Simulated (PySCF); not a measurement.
**`C(=C=CCC)CN`, C6H11N**

Cartesian coordinates in Å; atom numbers follow the order of the lines, from 1:
```xyz
18

C    -2.6983   -0.8479   -0.9961
C    -2.2189   -0.3953    0.3816
C    -0.8377   -0.9167    0.6668
C     0.1957   -0.1648    0.8877
C     1.2100    0.6199    1.0824
C     2.1131    1.1139   -0.0155
N     3.4956    0.7923    0.3172
H    -2.7132   -1.9341   -1.0581
H    -2.0345   -0.4688   -1.7702
H    -3.7028   -0.4782   -1.1901
H    -2.9060   -0.7726    1.1448
H    -2.2159    0.6946    0.4344
H    -0.7374   -1.9954    0.6751
H     1.4885    0.9386    2.0779
H     1.7795    0.6958   -0.9803
H     2.0397    2.2061   -0.0735
H     4.1219    1.1330   -0.4044
H     3.6119   -0.2140    0.3817
```

Level of theory: GIAO wB97X-D/6-31++G** magnetisability, rotational g tensor and spin-rotation constants, non-relativistic, gas phase in PySCF 2.14.0. Geometry: GFN2-xTB.

Problem. Give the nuclear spin-rotation constants along the inertial axes (H = +C I·J) beside the isotropic shieldings.

Solution. Rotational constants 7.8462, 0.9304, 0.8900 GHz. A star marks the isotopologue with that one atom substituted, in its own axes.
```csv
atom,isotope,Caa (kHz),Cbb (kHz),Ccc (kHz),mean (kHz),σ (ppm)
N7,14N,0.259,0.037,0.038,0.112,238.3
H8,1H,-0.763,-0.104,0.008,-0.286,31.0
H9,1H,-0.482,-0.021,-0.104,-0.202,31.0
H10,1H,-0.200,-0.100,-0.058,-0.119,30.8
H11,1H,-0.380,-0.023,-0.095,-0.166,29.8
H12,1H,-0.721,-0.105,0.020,-0.269,29.9
H13,1H,-0.741,-0.100,0.064,-0.259,26.7
H14,1H,-0.536,0.032,-0.080,-0.195,26.4
H15,1H,-0.575,0.001,-0.070,-0.215,28.3
H16,1H,-0.760,-0.084,0.028,-0.272,28.4
H17,1H,-0.498,-0.036,-0.106,-0.213,31.0
H18,1H,-0.915,-0.109,0.007,-0.339,31.3
C1,13C*,0.926,0.109,0.116,0.384,181.2
C2,13C*,1.080,0.134,0.118,0.444,170.7
C3,13C*,1.881,0.124,0.293,0.766,108.0
C4,13C*,2.955,0.383,0.358,1.232,2.2
C5,13C*,1.715,0.307,0.138,0.720,108.0
C6,13C*,1.230,0.158,0.155,0.514,151.3
```
For the geometry as given, no vibrational averaging.
